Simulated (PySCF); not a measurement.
**NMR data sheet: C8H15BO2**

```yaml
Formula: C8H15BO2
SMILES: COB(OC)[C@@H]1CC12CCC2
InChI: InChI=1S/C8H15BO2/c1-10-9(11-2)7-6-8(7)4-3-5-8/h7H,3-6H2,1-2H3/t7-/m1/s1
Point_group_of_the_computed_structure: C1
Carbon_signals: 7
Proton_signals: 10
```

Molfile (atoms numbered from 1):
```
C8H15BO2
     RDKit          3D

 26 27  0  0  0  0  0  0  0  0999 V2000
    2.3747    1.9326    1.1153 C   0  0  0  0  0  0  0  0  0  0  0  0
    2.3498    0.9241    0.1443 O   0  0  0  0  0  0  0  0  0  0  0  0
    1.3567   -0.0107    0.0702 B   0  0  0  0  0  0  0  0  0  0  0  0
    1.4429   -0.9369   -0.9237 O   0  0  0  0  0  0  0  0  0  0  0  0
    2.4998   -0.9244   -1.8461 C   0  0  0  0  0  0  0  0  0  0  0  0
    0.1202   -0.0734    1.0162 C   0  0  2  0  0  0  0  0  0  0  0  0
   -0.6140   -1.3950    1.1742 C   0  0  0  0  0  0  0  0  0  0  0  0
   -1.2375   -0.3052    0.3907 C   0  0  0  0  0  0  0  0  0  0  0  0
   -1.6308   -0.3725   -1.0825 C   0  0  0  0  0  0  0  0  0  0  0  0
   -3.0822   -0.0743   -0.6461 C   0  0  0  0  0  0  0  0  0  0  0  0
   -2.5572    0.3791    0.7342 C   0  0  0  0  0  0  0  0  0  0  0  0
    3.2394    2.5827    0.9180 H   0  0  0  0  0  0  0  0  0  0  0  0
    2.4803    1.5194    2.1328 H   0  0  0  0  0  0  0  0  0  0  0  0
    1.4642    2.5551    1.0893 H   0  0  0  0  0  0  0  0  0  0  0  0
    3.4626   -1.1573   -1.3615 H   0  0  0  0  0  0  0  0  0  0  0  0
    2.2977   -1.6871   -2.6118 H   0  0  0  0  0  0  0  0  0  0  0  0
    2.6025    0.0566   -2.3379 H   0  0  0  0  0  0  0  0  0  0  0  0
    0.0995    0.5806    1.8946 H   0  0  0  0  0  0  0  0  0  0  0  0
   -1.0334   -1.6262    2.1582 H   0  0  0  0  0  0  0  0  0  0  0  0
   -0.2057   -2.2506    0.6287 H   0  0  0  0  0  0  0  0  0  0  0  0
   -1.1914    0.4510   -1.6675 H   0  0  0  0  0  0  0  0  0  0  0  0
   -1.4336   -1.3166   -1.6098 H   0  0  0  0  0  0  0  0  0  0  0  0
   -3.6840   -0.9920   -0.5714 H   0  0  0  0  0  0  0  0  0  0  0  0
   -3.6443    0.6641   -1.2364 H   0  0  0  0  0  0  0  0  0  0  0  0
   -3.0917    0.0210    1.6280 H   0  0  0  0  0  0  0  0  0  0  0  0
   -2.4516    1.4740    0.8014 H   0  0  0  0  0  0  0  0  0  0  0  0
  1  2  1  0
  2  3  1  0
  3  4  1  0
  4  5  1  0
  3  6  1  0
  6  7  1  0
  7  8  1  0
  8  9  1  0
  9 10  1  0
 10 11  1  0
  8  6  1  0
 11  8  1  0
  1 12  1  0
  1 13  1  0
  1 14  1  0
  5 15  1  0
  5 16  1  0
  5 17  1  0
  6 18  1  1
  7 19  1  0
  7 20  1  0
  9 21  1  0
  9 22  1  0
 10 23  1  0
 10 24  1  0
 11 25  1  0
 11 26  1  0
M  END
```

Computed data (PySCF 2.14.0 with density-fitted response routines): structure optimised with PBE0-D3(BJ)/def2-SVP, NMR shieldings at KT2/pcSseg-1/GIAO, J: B3LYP/pcJ-1 (spin–dipole term only in couplings to heteroatoms). One averaged value for each set of equivalent atoms, gas phase, non-relativistic, single conformer.

Shifts are taken against calculated references (same method and geometry level): TMS for $^{1}$H (31.18 ppm), $^{13}$C (183.22 ppm); $^{11}$B (99.90 ppm) vs BF3·OEt2; $^{17}$O (330.66 ppm) against H2O.

| carbon | δC, type | δH (multiplicity, J in Hz) | HMBC from (abs. J ≥ 3 Hz) | span of the C tensor (ppm) |
| --- | --- | --- | --- | --- |
| C1/C5 | 52.7, CH3 | 3.64 (s) | – | 76 |
| C6 | 9.7, CH | -0.21 (dd, 10.8, 7.5) | H26, H21 | 71 |
| C7 | 25.1, CH2 | H19 0.71 (dd, 10.8, 3.1); H20 0.98 (dd, 7.5, 3.1) | H26, H21, H22, H25 | 50 |
| C8 | 30.1, C | – | H26, H21, H22, H25, H24 | 85 |
| C9 | 35.7, CH2 | H21 2.30 (m); H22 2.01 (m) | H23, H25, H20, H19, H18 | 43 |
| C10 | 20.4, CH2 | H23 2.17 (m); H24 1.80 (m) | H26, H21, H25 | 20 |
| C11 | 37.3, CH2 | H25 1.81 (m); H26 2.49 (m) | H23, H22, H20, H19, H18 | 49 |

Other nuclei:
```json
{"atoms": "B3", "nucleus": "$^{11}$B", "environment": "boron bonded to C, 2 O", "δ (ppm)": "25.9", "σ (ppm)": "74.0"}
{"atoms": "O2/O4", "nucleus": "$^{17}$O", "environment": "oxygen bonded to C, B", "δ (ppm)": "105.1", "σ (ppm)": "225.6"}
```

Selected couplings (Hz, signed; the shortest-range and largest first, 30 at most; isotopes $^{13}$C, $^{1}$H, $^{11}$B): $^{1}J$(C7,H20) 171.9, $^{1}J$(C7,H19) 166.6, $^{1}J$(C6,H18) 152.9, $^{1}J$(C9,H22) 147.4, $^{1}J$(C1,H12) 147.4, $^{1}J$(C10,H24) 143.6, $^{1}J$(C11,H25) 143.4, $^{1}J$(C10,H23) 138.9, $^{1}J$(C9,H21) 138.0, $^{1}J$(C11,H26) 137.6, $^{1}J$(B3,C6) 93.4, $^{2}J$(H21,H22) -12.8, $^{2}J$(H23,H24) -12.2, $^{2}J$(H25,H26) -11.8, $^{2}J$(H19,H20) -3.1, $^{2}J$(B3,C8) -1.5, $^{2}J$(B3,C7) -1.4, $^{3}J$(H21,H23) 11.2, $^{3}J$(H23,H26) 11.0, $^{3}J$(H18,H19) 10.8, $^{3}J$(H24,H26) 10.2, $^{3}J$(H22,H23) 10.1, $^{3}J$(H21,H24) 10.1, $^{3}J$(H23,H25) 10.1, $^{3}J$(H18,H20) 7.5, $^{3}J$(B3,H20) 5.2, $^{3}J$(B3,H19) 3.2, $^{3}J$(B3,H12) 3.1, $^{3}J$(H22,H24) 2.2, $^{3}J$(B3,C9) 2.2.

δC 52.7: methyl carbon bonded to O; pulled downfield by the heteroatom. δC 37.3, 35.7, 20.4: sp3 CH2 in a ring; saturated and bonded to C and H only. δC 30.1, 25.1, 9.7: three-membered-ring carbon. δH 3.64: hydrogen on a methyl carbon bonded to O; its carbon carries O, an electronegative neighbour. δH 0.98, 0.71, -0.21: hydrogen on a three-membered-ring carbon; cyclopropane-type protons are shielded by the ring. The protons at -0.21 and 0.71 share a coupling of 10.8 Hz (vicinal). The protons at -0.21 and 0.98 share a coupling of 7.5 Hz (vicinal). The protons at 0.71 and 0.98 share a coupling of 3.1 Hz (geminal).

A carbon bonded to boron is broadened by the quadrupolar boron nucleus and is often missing from a measured spectrum. Multiplet labels drop couplings under 1 Hz and merge nearly equal ones. Unscaled 3J(H,H) at this level run about 10 % above measured values. Shifts are as computed. Against solution values, carbons near 30 ppm lie about +2 ppm off and those near 130 ppm about -5 ppm (rms about the fit 1.2 ppm; single classes can miss by 10 ppm). Of 1328 compounds with measured shifts, 309 miss one by over three times the rms of a fit or turn the order of signals round; such compounds aren't used in these exercises. Signals without a measured value on file couldn't be tested in this way. Experimental scales use liquid or dissolved standards, which lie at an offset from isolated H2O (liquid H2O: subtract about 36 ppm).
